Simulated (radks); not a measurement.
The numbers below are computed, except where a source is named.
Valence configurations of Ir3+ (all share [Xe]). Code: a radial shooting solver on a logarithmic mesh with Libxc functionals. Model: scalar-relativistic Kohn-Sham, PBE, spin-polarised, spherical densities, finite nucleus; open shells are filled with parallel spins first (spin-orbit coupling, left out, can overturn this in heavy ions); Fermi nuclear charge, rms radius 5.4032 fm. Energies are relative to 4f14 5d6; eigenvalues in eV for spin up.

\begin{tabular}{lrrrrrr}
valence & E (eV) & moment (Bohr magnetons) & e(4f) & e(5d) & e(6p) & e(6s) \\ \hline
4f14 5d6 & 0.000 & 4 & -94.003 & -38.131 & - & - \\
4f14 5d5.5 6s0.5 & 1.415 & 5 & -95.964 & -39.698 & - & -33.166 \\
4f14 5d5.5 6p0.5 & 6.063 & 5 & -96.717 & -40.328 & -24.266 & - \\
4f14 5d5 6p1 & 12.371 & 6 & -99.450 & -42.512 & -25.303 & - \\
4f14 5d4 6p2 & 30.541 & 6 & -105.11 & -46.372 & -27.243 & - \\
4f13 5d7 & 62.724 & 4 & -105.78 & -39.695 & - & - \\
4f13 5d6 6s1 & 67.495 & 6 & -109.90 & -42.974 & - & -34.551 \\
4f13 5d6 6p1 & 77.221 & 6 & -111.40 & -44.241 & -25.627 & - \\
4f13 5d5 6p2 & 92.868 & 8 & -117.07 & -48.705 & -27.659 & - \\
4f11 5d7 6p2 & 253.11 & 8 & -142.40 & -52.330 & -28.292 & - \\
\end{tabular}

NIST lists [Xe] 4f14 5d6 as the ground configuration; this level of theory agrees among the configurations tried. The energies are those of spherical high-spin densities, not of single terms.
